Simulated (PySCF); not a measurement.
Compound: N-methylbutanamide, C₅H₁₁NO.
Atom-mapped SMILES: `[CH3:1][CH2:2][CH2:3][C:4](=[O:5])[NH:6][CH3:7]` (hydrogens: H8, H9, H10 on C1; H11, H12 on C2; H13, H14 on C3; H15 on N6; H16, H17, H18 on C7)

Method: PySCF, PBE0-D3(BJ)/def2-SVP geometry optimisation, gas phase; density fitting, grid level 2; the optimiser is geomeTRIC in internal coordinates, started from a GFN2-xTB structure.

Step 0: E = -8885.7398 eV
```
atom  x, y, z in Å  |  force x, y, z in eV/Å
C1     -3.0067   -0.1545   -0.0239    0.592  -0.171  -0.291
C2     -1.5981   -0.4467   -0.5221   -0.174   0.425   0.661
C3     -0.5384    0.1731    0.3839   -0.062  -0.587  -0.876
C4      0.8689   -0.1347   -0.1066   -0.126   0.279   0.413
O5      1.1158   -0.7926   -1.0931   -0.074  -0.219  -0.320
N6      1.8363    0.4037    0.6759    0.559   0.026   0.036
C7      3.2425    0.2359    0.4030   -0.546   0.072   0.117
H8     -3.1515   -0.5584    0.9763   -0.146  -0.131   0.430
H9     -3.1871    0.9182    0.0098   -0.163   0.445   0.056
H10    -3.7442   -0.6043   -0.6838   -0.388  -0.155  -0.224
H11    -1.4347   -1.5242   -0.5684    0.109  -0.317  -0.131
H12    -1.4701   -0.0557   -1.5325    0.097   0.010  -0.345
H13    -0.6657    1.2584    0.4214   -0.025   0.349   0.122
H14    -0.6449   -0.2122    1.4017   -0.017  -0.024   0.368
H15     1.5785    0.9438    1.4859   -0.172   0.065   0.101
H16     3.7420   -0.2724    1.2305    0.235  -0.163   0.211
H17     3.3245   -0.3722   -0.4966    0.062  -0.169  -0.251
H18     3.7239    1.2010    0.2325    0.237   0.265  -0.077
```

**Question.** Estimate the geometry and energy of step 1. (The exact step hangs on the optimiser's Hessian estimate; all steps are aligned on step 0, rigid shifts and turns removed.)

**Answer.** E = -8885.7818 eV, largest force 0.179 eV/Å
```
atom  x, y, z in Å  |  force x, y, z in eV/Å
C1     -3.0142   -0.1564   -0.0323   -0.079   0.029   0.052
C2     -1.6057   -0.4448   -0.5165    0.054  -0.076  -0.119
C3     -0.5399    0.1619    0.3747    0.029   0.097   0.139
C4      0.8762   -0.1290   -0.0930    0.004  -0.102  -0.147
O5      1.1139   -0.7928   -1.0849    0.000   0.050   0.074
N6      1.8548    0.4106    0.6867   -0.153   0.024   0.035
C7      3.2508    0.2403    0.4042    0.124  -0.004  -0.004
H8     -3.1819   -0.5574    0.9820   -0.003   0.016  -0.033
H9     -3.2138    0.9282    0.0076    0.000  -0.036   0.000
H10    -3.7696   -0.6070   -0.6947    0.025   0.009   0.013
H11    -1.4348   -1.5326   -0.5826   -0.004   0.053  -0.005
H12    -1.4657   -0.0684   -1.5440   -0.001  -0.026   0.048
H13    -0.6672    1.2601    0.4377    0.004  -0.062   0.008
H14    -0.6460   -0.2099    1.4124    0.003   0.029  -0.054
H15     1.5741    0.9499    1.4947    0.042  -0.005  -0.009
H16     3.7770   -0.2779    1.2245   -0.017   0.012  -0.027
H17     3.3276   -0.3730   -0.5044   -0.012   0.019   0.028
H18     3.7558    1.2046    0.2219   -0.018  -0.028   0.001
```

The energy changes by -0.0419 eV. The first-order estimate −F·Δx gives -0.0946 eV and the mean of the old and new forces, exact on a quadratic surface, -0.0418 eV. The step makes an angle of 60° with the force vector and moves no atom by more than 0.036 Å.

The cost below is that of the whole optimisation. On one thread, Arm Neoverse V1 (aarch64) (shared host), this took 49 s of wall time and 0.73 GiB of memory at its peak.
